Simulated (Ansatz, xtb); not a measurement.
A geometry optimisation of CH5B2Br with r2SCAN-D4/def2-SVP

The starting geometry of this gas-phase singlet was built from a drawn formula by distance geometry and a force field; its bonds are those of `B[CH+][BH2-]Br`.

```xyz
9

C    -1.2001    1.4212    0.0014
B    -2.6329    0.9095    0.2191
B    -0.6902    1.9136   -1.3695
Br    1.2125    2.5730   -1.2574
H    -3.3318    0.8192   -0.7029
H    -3.0062    0.5385    1.3040
H    -0.4747    1.4878    0.8830
H    -1.3718    2.8226   -1.7890
H    -0.7326    1.0051   -2.1418
```

Problem. Predict what it relaxes into with r2SCAN-D4/def2-SVP.

Solution. It rearranges to `BCBBr`. Contacts that open: B3–H9 (1.19 → 2.11 Å). Contacts that close: C1–H9 (2.23 → 1.11 Å).

The energy falls by 3.08 eV over 24 steps:

| step | E − E(last) (eV) |
| --- | --- |
| 1 | 3.083 |
| 4 | 2.587 |
| 6 | 2.280 |
| 9 | 1.180 |
| 11 | 0.343 |
| 14 | 0.083 |
| 16 | 0.020 |
| 19 | 0.003 |
| 21 | 0.000 |
| 24 | 0.000 |

Final geometry (Å):

```xyz
9

C    -1.0024    0.9568   -0.3940
B    -2.4725    1.1415    0.0958
B    -0.6771    2.1747   -1.3003
Br    0.5533    3.5328   -0.7357
H    -3.3761    1.1791   -0.7064
H    -2.7258    1.2712    1.2698
H    -0.2716    0.7719    0.4043
H    -1.1952    2.3503   -2.3729
H    -1.0601    0.1122   -1.1137
```

From the same start GFN2-xTB reaches the same bonding as this run.

No frequencies were run, so the end isn't proven a minimum. Run with Ansatz 0.2.0, 50 s on 2 threads of Arm Neoverse V1 (shared host).
